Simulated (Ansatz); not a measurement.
Consider the redistribution: `[CH3][In]([CH3])[OH]` + `CN([SiH3])[SiH2]F` → `[CH3][In]([OH])[F]` + `C[SiH2]N(C)[SiH3]`.

Isolated molecules relaxed with PBE0-D4/def2-TZVP in Ansatz; ΔE leaves out vibrations. CBS: MP2 limit from def2 TZ/QZ plus the TZ coupled-cluster correction, frozen cores. DFT in def2-TZVPP. def2 core potentials past Kr. For In outer-core shells are correlated without core-valence functions, which leaves a few kJ/mol of doubt a bond. Each species was taken in one conformer, which may not be the lowest.

```tsv
level	ΔE (kJ/mol)	difference from CCSD(T)/CBS
r2SCAN-D4	62.7	-7.7
ωB97M-V	68.2	-2.2
r2SCAN	63.6	-6.8
PBE0	64.9	-5.5
HF/def2-TZVPP	71.6	1.2
MP2/def2-TZVPP	78.1	7.7
CCSD(T)/def2-TZVPP	74.7	4.3
MP2/def2-QZVPP	75.7	5.3
HF/CBS(def2)	71.5	1.1
CCSD/CBS(def2)	71.7	1.3
CCSD(T)/CBS	70.4	0
```

Largest T1 diagnostic among the species: 0.016.

From PBE to PBE0 (25 % exact exchange), in def2-TZVPP and without D4, ΔE moves by +5.0 kJ/mol. The D4 term adds −3.6 kJ/mol with B3LYP and −2.1 kJ/mol with PBE0; it sums over pairs of atoms, weighted by their polarisabilities, and B3LYP, whose exchange is more repulsive, gets the larger term. In def2-TZVPP, CCSD(T) changes the Hartree–Fock value by +3.1 kJ/mol (the triples alone add −1.3 kJ/mol) and MP2 by +6.5 kJ/mol.

B3LYP here is the variant with VWN-RPA as its local correlation; programs differ in this.
